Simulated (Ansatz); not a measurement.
C3H7B, SMILES `B1CCC1`. Charge 0, multiplicity 1.

```json
{"atom": "B1", "x (Å)": "-0.1610", "y (Å)": "0.7256", "z (Å)": "0.8143"}
{"atom": "C2", "x (Å)": "-1.1762", "y (Å)": "0.1306", "z (Å)": "-0.1887"}
{"atom": "C3", "x (Å)": "0.1266", "y (Å)": "-0.7531", "z (Å)": "-0.2941"}
{"atom": "C4", "x (Å)": "1.1106", "y (Å)": "0.4497", "z (Å)": "-0.0208"}
{"atom": "H5", "x (Å)": "-0.2413", "y (Å)": "0.6736", "z (Å)": "2.0074"}
{"atom": "H6", "x (Å)": "-1.3054", "y (Å)": "0.6300", "z (Å)": "-1.1473"}
{"atom": "H7", "x (Å)": "-2.0978", "y (Å)": "-0.3386", "z (Å)": "0.1471"}
{"atom": "H8", "x (Å)": "0.2622", "y (Å)": "-1.2093", "z (Å)": "-1.2733"}
{"atom": "H9", "x (Å)": "0.1801", "y (Å)": "-1.5353", "z (Å)": "0.4636"}
{"atom": "H10", "x (Å)": "2.0672", "y (Å)": "0.2424", "z (Å)": "0.4528"}
{"atom": "H11", "x (Å)": "1.2349", "y (Å)": "0.9843", "z (Å)": "-0.9608"}
```

(1) List the harmonic frequencies (cm⁻¹, unscaled) at PBE0-D4/def2-TZVP in Ansatz. (Best estimate.)

(2) Is this a minimum?

(3) Give the ideal-gas thermochemistry at 298.15 K and 1 bar (rigid rotor, harmonic oscillator; point group Cs, symmetry number 1).

(4) Rotational constants (cm⁻¹)?

Results:

(1) Ansatz gave: 280, 369, 695, 700, 726, 847, 891, 902, 966, 1008, 1014, 1055, 1117, 1157, 1181, 1229, 1256, 1449, 1462, 1481, 2618, 3093, 3112, 3114, 3147, 3180, 3182.

(2) Yes, all 27 modes are real.

(3) Zero-point energy 246.6 kJ/mol; H(298) − E = 260.6 kJ/mol; entropy 275.7 J/(mol·K), of which translation 158.6, rotation 97.9, vibration 19.2; G(298) − E = 178.4 kJ/mol.

(4) 0.4557, 0.3122, 0.2343.
